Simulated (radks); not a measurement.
Numerical settings for the mercury ion Hg+, [Xe] 4f14 5d10 6s1. Method: scalar-relativistic Kohn-Sham, PBE, spin-unpolarised, spherical densities, finite nucleus; Fermi nuclear charge, rms radius 5.4648 fm; computed with a radial shooting solver on a logarithmic mesh with Libxc functionals. The defaults (mesh step 0.008 in ln r, mesh end at 40 bohr or more with all orbitals vanishing there, Anderson mixing 0.5 over 9 steps, residual threshold near 1e-9 with the energy settled to 1e-9 hartree or 1e-11 of itself, here a cap of 97 iterations) give E = -19617.582 hartree and 6s at -14.704 eV in 15 iterations. Run on one thread of a shared host, so times are rough (Arm Neoverse N1): 0.2 s of CPU time, 0.2 s wall, 15 iterations on 2360 mesh points. Changes against that run (0 stands for a change within the tolerance of the run):

| setting | iterations | converged | E (mhartree) | e(6s) (meV) | CPU (s) |
|---|---|---|---|---|---|
| mesh step in ln r 0.05 | 15 | yes | +0.117 | +0.0211 | 0.05 |
| mesh step in ln r 0.005 | 15 | yes | 0 | 0 | 0.31 |
| mesh step in ln r 0.012 | 15 | yes | 0 | 0 | 0.14 |
| mesh end (bohr) 5 | 15 | yes | +26.6 | +867 | 0.18 |
| mesh end (bohr) 1 | 15 | level above zero | +2.84e+05 | +1.24e+06 | 0.15 |
| residual threshold 1e-05 | 12 | yes | 0 | -0.00948 | 0.17 |
| residual threshold 1e-16 | 97 | no | 0 | 0 | 0.56 |
| mixing 2.5 | 20 | yes | 0 | 0 | 0.25 |
| linear mixing, mixing 0.2 | 88 | yes | 0 | 0 | 0.82 |
| linear mixing, mixing 0.8 | 97 | no | +8.82e+03 | -1.77e+04 | 1.7 |
| mixing history 2 | 21 | yes | 0 | 0 | 0.25 |
| iteration cap 3 | 3 | no | -48.4 | -1.12e+03 | 0.05 |

Settled on a wrong energy, with an occupied level pushed above zero by the early mesh end: mesh end (bohr) 1 (+284 hartree). Apart from these: settings that end as converged yet miss the energy by more than 1 mhartree: mesh end (bohr) 5 (+0.0266 hartree). A mesh that ends early acts as a hard wall.
